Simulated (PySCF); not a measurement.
SMILES CC(C)c1ccccc1O (GFN2-xTB optimised geometry):

```
22

C     -1.191    -2.287     1.263
C     -1.464    -1.466     0.001
C     -1.188    -2.294    -1.256
C     -0.657    -0.191     0.000
C     -1.303     1.037     0.000
C     -0.610     2.235     0.000
C      0.772     2.221     0.000
C      1.441     1.011     0.000
C      0.743    -0.191     0.000
O      1.423    -1.376     0.000
H     -0.156    -2.612     1.284
H     -1.390    -1.692     2.152
H     -1.832    -3.166     1.283
H     -2.524    -1.186    -0.001
H     -1.830    -3.171    -1.274
H     -0.152    -2.621    -1.271
H     -1.381    -1.702    -2.148
H     -2.384     1.052     0.000
H     -1.146     3.171     0.000
H      1.332     3.144     0.001
H      2.524     0.990     0.000
H      2.371    -1.198    -0.001
```

Level of theory: CAM-B3LYP/def2-SVP (PySCF).

**Question.** What are the frontier orbital energies and the dipole moment?

**Answer.** HOMO-2 -10.23 eV, HOMO-1 -8.29 eV, HOMO -7.53 eV, LUMO 1.21 eV, LUMO+1 1.53 eV; dipole moment 1.35 D.

On the same geometry PBE/def2-SVP (PySCF) gives HOMO-2 -7.35 eV, HOMO-1 -6.01 eV, HOMO -5.27 eV, LUMO -0.82 eV, LUMO+1 -0.51 eV; dipole moment 1.34 D.

Meta-Löwdin charges at CAM-B3LYP/def2-SVP: C1 -0.29, C2 -0.04, C3 -0.29, C4 -0.02, C5 -0.10, C6 -0.13, C7 -0.10, C8 -0.16, C9 0.21, O10 -0.45, H11 0.10, H12 0.09, H13 0.09, H14 0.08, H15 0.09, H16 0.10, H17 0.09, H18 0.10, H19 0.10, H20 0.10, H21 0.09, H22 0.32.
